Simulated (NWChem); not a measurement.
System: Si2H6O3; SMILES O[SiH](O)O[SiH3]

NWChem input:

```
start job
memory heap 200 mb stack 900 mb global 1100 mb
geometry units angstroms noautosym nocenter noautoz
  Si    -0.006401    -1.007753    -0.422577
  O     -1.428644    -1.429528     0.292516
  O      1.175359    -2.032050     0.110605
  O      0.477754     0.523628    -0.025012
  Si    -0.014002     2.102524     0.122591
  H     -0.242749    -1.080137    -1.879007
  H     -1.378894    -1.714086     1.210310
  H      2.049637    -1.645756     0.215313
  H      1.199640     2.967217     0.142068
  H     -0.772567     2.293423     1.394290
  H     -0.883131     2.495432    -1.027112
end
basis spherical
  Si library 6-31g*
  O library 6-31g*
  H library 6-31g*
end
dft
  xc b3lyp
  iterations 150
end
property
  response 1 0.0773
end
task dft property
```

NWChem printed, in part:

```
             Northwest Computational Chemistry Package (NWChem) 7.3.0
             --------------------------------------------------------

                             Geometry "geometry" -> ""
                             -------------------------

 Output coordinates in angstroms (scale by  1.889725989 to convert to a.u.)

  No.       Tag          Charge          X              Y              Z
 ---- ---------------- ---------- -------------- -------------- --------------
    1 Si                  14.0000    -0.00640100    -1.00775300    -0.42257700
    2 O                    8.0000    -1.42864400    -1.42952800     0.29251600
    3 O                    8.0000     1.17535900    -2.03205000     0.11060500
    4 O                    8.0000     0.47775400     0.52362800    -0.02501200
    5 Si                  14.0000    -0.01400200     2.10252400     0.12259100
    6 H                    1.0000    -0.24274900    -1.08013700    -1.87900700
    7 H                    1.0000    -1.37889400    -1.71408600     1.21031000
    8 H                    1.0000     2.04963700    -1.64575600     0.21531300
    9 H                    1.0000     1.19964000     2.96721700     0.14206800
   10 H                    1.0000    -0.77256700     2.29342300     1.39429000
   11 H                    1.0000    -0.88313100     2.49543200    -1.02711200

 Effective nuclear repulsion energy (a.u.)     312.9148605884

                              NWChem Property Module
                              ----------------------

                                 NWChem DFT Module
                                 -----------------

 Summary of "ao basis" -> "ao basis" (spherical)
 ------------------------------------------------------------------------------
       Tag                 Description            Shells   Functions and Types
 ---------------- ------------------------------  ------  ---------------------
 Si                          6-31g*                  8       18   4s3p1d
 O                           6-31g*                  6       14   3s2p1d
 H                           6-31g*                  2        2   2s

            General Information
            -------------------
          SCF calculation type: DFT
          Wavefunction type:  closed shell.
          No. of atoms     :    11
          No. of electrons :    58
           Alpha electrons :    29
            Beta electrons :    29
          Charge           :     0
          Spin multiplicity:     1
          Use of symmetry is: off; symmetry adaption is: off
          Maximum number of iterations: 150
          AO basis - number of functions:    90
                     number of shells:    46
          Convergence on energy requested:  1.00D-06
          Convergence on density requested:  1.00D-05
          Convergence on gradient requested:  5.00D-04

              XC Information
              --------------
                         B3LYP Method XC Potential
                     Hartree-Fock (Exact) Exchange  0.200
                        Slater Exchange Functional  0.800 local
                    Becke 1988 Exchange Functional  0.720 non-local
              Lee-Yang-Parr Correlation Functional  0.810
                  VWN I RPA Correlation Functional  0.190 local

             Grid Information
             ----------------
          Grid used for XC integration:  medium
          Radial quadrature: Mura-Knowles
          Angular quadrature: Lebedev.
          Tag              B.-S. Rad. Rad. Pts. Rad. Cut. Ang. Pts.
          ---              ---------- --------- --------- ---------
          Si                  1.10       88          11.0       590
          O                   0.60       49          12.0       434
          H                   0.35       45          12.0       434
          Grid pruning is: on
          Number of quadrature shells:   593
          Spatial weights used:  Erf1

      Superposition of Atomic Density Guess
      -------------------------------------

 Sum of atomic energies:        -804.88706697

      Non-variational initial energy
      ------------------------------

 Total energy =    -806.494927
 1-e energy   =   -1736.108881
 2-e energy   =     616.699093
 HOMO         =      -0.396086
 LUMO         =       0.029610

   convergence    iter        energy       DeltaE   RMS-Dens  Diis-err
 ---------------- ----- ----------------- --------- --------- ---------
 d= 0,ls=0.0,diis     1   -808.3051775196 -1.12D+03  1.55D-02  1.09D+00
 d= 0,ls=0.0,diis     2   -808.2412575311  6.39D-02  8.36D-03  1.91D+00
 d= 0,ls=0.0,diis     3   -808.4193287444 -1.78D-01  1.31D-03  3.22D-02
 d= 0,ls=0.0,diis     4   -808.4217697189 -2.44D-03  5.55D-04  6.00D-03
 d= 0,ls=0.0,diis     5   -808.4222992117 -5.29D-04  1.37D-04  6.64D-04
  Resetting Diis
 d= 0,ls=0.0,diis     6   -808.4223611017 -6.19D-05  2.25D-05  2.69D-06
 d= 0,ls=0.0,diis     7   -808.4223615296 -4.28D-07  6.60D-06  1.33D-07

         Total DFT energy =     -808.422361529575
      One electron energy =    -1740.650210240937
           Coulomb energy =      689.423260826546
    Exchange-Corr. energy =      -70.110272703553
 Nuclear repulsion energy =      312.914860588370

 Numeric. integr. density =       57.999975977318

                       DFT Final Molecular Orbital Analysis
                       ------------------------------------

[...]

 DFT Linear Response polarizability / au
 Frequency  =       0.0773000 / au
 Wavelength =     589.4353558 / nm
              X              Y              Z
 -----------------------------------------------
 X      46.7132251      0.5775004     -0.0282370
 Y       0.5774808     53.5852789      0.5819585
 Z      -0.0282223      0.5819770     46.1745250
 -----------------------------------------------
 Eigenvalues =      46.6756996     53.6779385     46.1193908
 Isotropic   =      48.8243430
 Anisotropic =       7.2963166
 -----------------------------------------------

 Magnetic Dipole Response Matrix (nonzero elements):
```

Level: B3LYP/6-31G* (spherical d). Coordinates come from a PBE0/def2-SVP optimisation.
